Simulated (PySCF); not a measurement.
C4H4F2. Atoms are numbered in the order given.

```xyz
10

C      0.0449    -2.4464     0.0000
C      0.6903    -1.2738     0.0000
C      0.0206     0.0107     0.0000
F     -1.3107    -0.0121     0.0000
C      0.6639     1.1874     0.0000
F      0.0218     2.3438     0.0000
H     -1.0468    -2.4881     0.0000
H      0.5925    -3.3905     0.0000
H      1.7840    -1.2383     0.0000
H      1.7529     1.2634     0.0000
```
Charge 0, spin multiplicity 1.

Geometry optimised at PBE0-D3(BJ)/def2-SVP. Other conformers were not sampled.

Level of theory: CAM-B3LYP/def2-TZVP in PySCF.

Symmetry labels are those of the subgroup Cs that the program uses (full group Cs).

Computed valence orbital energies around the gap with their symmetry:
```tsv
orbital	symmetry	energy (eV)
HOMO−7	A'	-15.57
HOMO−6	A"	-14.69
HOMO−5	A'	-14.00
HOMO−4	A'	-13.38
HOMO−3	A'	-12.64
HOMO−2	A'	-11.98
HOMO−1	A"	-10.68
HOMO	A"	-8.11
LUMO	A"	0.05
LUMO+1	A'	2.13
LUMO+2	A'	2.75
LUMO+3	A"	2.93
```
